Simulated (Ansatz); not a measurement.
Program: Ansatz. Geometries: PBE0-D4/def2-TZVP. ΔE: electronic, gas phase. CCSD(T)/CBS is the MP2 limit (def2-TZVPP, def2-QZVPP) plus CCSD(T) − MP2 in def2-TZVPP, frozen cores. DFT in def2-TZVPP. B3LYP here is the variant with VWN-RPA as its local correlation; programs differ in this. HSE06 is defined as in plane-wave codes. One conformer a species, not always the lowest.

Consider the cleavage of the Si–Al bond: `[CH3][Al]([SiH3])[O][SiH3]` + `BN[SiH3]` → `BN([SiH3])[SiH3]` + `[CH3][AlH][O][SiH3]`.

Task: Is it downhill or uphill in electronic energy at CCSD(T)/CBS, and by how much? (Best estimate.)

Result: Computed: Downhill: ΔE = -32.9 kJ/mol.

Task: What do these levels give: B97M-V, B3LYP-D4, B2PLYP, r2SCAN, B3LYP, HSE06, BHLYP, HF/def2-SVP, CCSD/def2-SVP, HF/def2-TZVPP, MP2/def2-QZVPP, HF/CBS(def2)? (Estimate.)

Result: The calculation gave: B97M-V -34.1, B3LYP-D4 -29.6, B2PLYP -31.4, r2SCAN -23.8, B3LYP -23.5, HSE06 -13.9, BHLYP -33.4, HF/def2-SVP -37.3, CCSD/def2-SVP -27.6, HF/def2-TZVPP -42.9, MP2/def2-QZVPP -43.4, HF/CBS(def2) -45.2 kJ/mol.

Largest T1 diagnostic among the species: 0.013.

From r2SCAN to r2SCAN0 (25 % exact exchange), in def2-TZVPP and without D4, ΔE moves by −3.2 kJ/mol. At CCSD(T), def2-SVP lies +5.9 kJ/mol from the extrapolated value and def2-TZVPP +1.6 kJ/mol.
